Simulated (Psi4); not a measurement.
Relaxed torsion scan: SMILES N#C[SiH2]OC. Scanned: dihedral C1–O2–Si3–C4; all other coordinates were relaxed at B3LYP-D3(BJ)/def2-SVP. Points at φ and −φ are mirror images. Heavy atoms are numbered in the order of the SMILES CO[SiH2]C#N, hydrogens after them in the order of the atoms that carry them; the mirror image has the same energies with the sign of each dihedral reversed.

Levels of theory: PBE/def2-TZVP // B3LYP-D3(BJ)/def2-SVP (Psi4); PBE-D3(BJ)/def2-TZVP // B3LYP-D3(BJ)/def2-SVP (Psi4); PBE0/def2-TZVP // B3LYP-D3(BJ)/def2-SVP (Psi4); MP2/cc-pVTZ = DF-MP2 (frozen core)/cc-pVTZ // B3LYP-D3(BJ)/def2-SVP in Psi4 1.11.

Energies relative to the lowest point of each profile, in kJ/mol; the last columns give the difference from MP2:

| φ / ° | PBE/def2-TZVP | PBE-D3(BJ)/def2-TZVP | PBE0/def2-TZVP | MP2/cc-pVTZ | PBE/def2-TZVP − MP2/cc-pVTZ | PBE-D3(BJ)/def2-TZVP − MP2/cc-pVTZ | PBE0/def2-TZVP − MP2/cc-pVTZ |
|---|---|---|---|---|---|---|---|
| -150 | 7.1 | 8.0 | 6.9 | 8.3 | -1.1 | -0.3 | -1.4 |
| -120 | 6.9 | 7.6 | 6.5 | 8.1 | -1.3 | -0.5 | -1.6 |
| -90 | 2.6 | 3.1 | 2.5 | 3.5 | -0.9 | -0.4 | -1.0 |
| -60 | 0.0 | 0.0 | 0.0 | 0.0 | 0.0 | 0.0 | 0.0 |
| -30 | 3.0 | 2.8 | 2.6 | 2.7 | 0.2 | 0.0 | -0.1 |
| 0 | 5.9 | 5.7 | 5.2 | 5.7 | 0.2 | 0.0 | -0.5 |
| 30 | 3.0 | 2.8 | 2.6 | 2.7 | 0.2 | 0.0 | -0.1 |
| 60 | 0.0 | 0.0 | 0.0 | 0.0 | 0.0 | 0.0 | 0.0 |
| 90 | 2.6 | 3.1 | 2.5 | 3.5 | -0.9 | -0.4 | -1.0 |
| 120 | 6.9 | 7.6 | 6.5 | 8.1 | -1.3 | -0.5 | -1.6 |
| 150 | 7.1 | 8.0 | 6.9 | 8.3 | -1.1 | -0.3 | -1.4 |
| 180 | 6.3 | 7.1 | 6.1 | 7.2 | -0.9 | -0.1 | -1.0 |

PBE/def2-TZVP is furthest from MP2/cc-pVTZ at -120 (-1.3 kJ/mol, below); its mean absolute difference over the points is 0.7 kJ/mol.

PBE-D3(BJ)/def2-TZVP is furthest from MP2/cc-pVTZ at -120 (-0.5 kJ/mol, below); its mean absolute difference over the points is 0.2 kJ/mol.

PBE0/def2-TZVP is furthest from MP2/cc-pVTZ at -120 (-1.6 kJ/mol, below); its mean absolute difference over the points is 0.8 kJ/mol.
